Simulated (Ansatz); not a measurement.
```yaml
crystal:
  periodic: [false, false, false]
  atoms:
    - {symbol: O, position_ang: [-0.914414, -0.378943, -1.109623]}
    - {symbol: B, position_ang: [0.076099, -0.232118, -0.378930]}
    - {symbol: Te, position_ang: [0.018306, 0.740754, 1.363003]}
    - {symbol: H, position_ang: [-1.670748, -0.025518, -0.820804]}
    - {symbol: H, position_ang: [1.030939, -0.659800, -0.709496]}
    - {symbol: H, position_ang: [1.498549, 0.496745, 1.613254]}
basis:
  gaussian: {orbitals: def2-mTZVPP}
hamiltonian: {xc: {name: LC-wPBE}, pseudopotentials: {relativity: scalar}}
kpoints: {mp_grid: {grid: [2, 2, 2]}}
```

```sh
$ ansatz run in.yaml --threads 2 --pin off --events-out ev --progress --plain --max-ram 4352MiB
```

Output, abridged:

```
Error: invalid value for `basis.gaussian`: such a run doesn't read kpoints; remove what it names
```

Task: What is wrong with this run?

Result: The input holds a key that doesn't belong there. The program refused the input.
